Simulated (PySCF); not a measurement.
Computed shifts of a molecule C4H5NSi, B3LYP/pcSseg-1 (PySCF), GIAO, gas phase, atoms alike by connectivity averaged where their shifts nearly agree, in ppm (number of nuclei): ¹³C: 99.9 (2), 91.2 (1), 87.3 (1). ²⁹Si: -73.2 (1). ¹⁵N: 24.6 (1). ¹H: 4.90 (1), 2.46 (2), 0.86 (1), 0.78 (1). References: ¹³C against TMS (σ = 181.3 ppm); ²⁹Si against TMS (σ = 338.7 ppm); ¹⁵N against NH3 (σ = 265.5 ppm); ¹H against TMS (σ = 31.68 ppm), references at their B3LYP-D3(BJ)/def2-TZVP geometries, non-relativistic. Geometry: B3LYP-D3(BJ)/def2-SVP. Other conformers were not sampled.

Q: Identify the compound among the candidates.
(A) C#C[SiH2]CC#N
(B) C#CC1=N[SiH2]C1
(C) C#C[SiH](N)C#C
(D) C#CC1=NC[SiH2]1

A: C, C#C[SiH](N)C#C
